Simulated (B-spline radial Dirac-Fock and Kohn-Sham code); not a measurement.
# Binding energies of Se²⁺ in different valence configurations

The computed values come from a radial atomic solver: Dirac-Fock (average of configuration) total-energy differences with a finite nucleus, the Breit interaction including its frequency dependence, and self-energy and vacuum-polarisation corrections. Correlation and solid-state effects are left out.

Reference: the tabulated ground configuration [Ar] 3d10 4s2 4p2, with 1s 12690.3 eV, 2s 1692.9 eV, 2p3/2 1468.5 eV, 3p3/2 197.1 eV, 3d3/2 87.56 eV, 4s 42.28 eV, Kα1 11221.8 eV, Kβ1 12493.1 eV, Lα1 1381.8 eV.

Shifts from the reference in eV.

| configuration | average energy | 1s | 2s | 2p3/2 | 3p3/2 | 3d3/2 | 4s | Kα1 | Kβ1 | Lα1 |
| --- | --- | --- | --- | --- | --- | --- | --- | --- | --- | --- |
| [Ar] 3d10 4s1 4p3 | +12.32 | +1.53 | +1.40 | +1.66 | +1.67 | +1.64 | +2.51 | -0.13 | -0.14 | +0.03 |
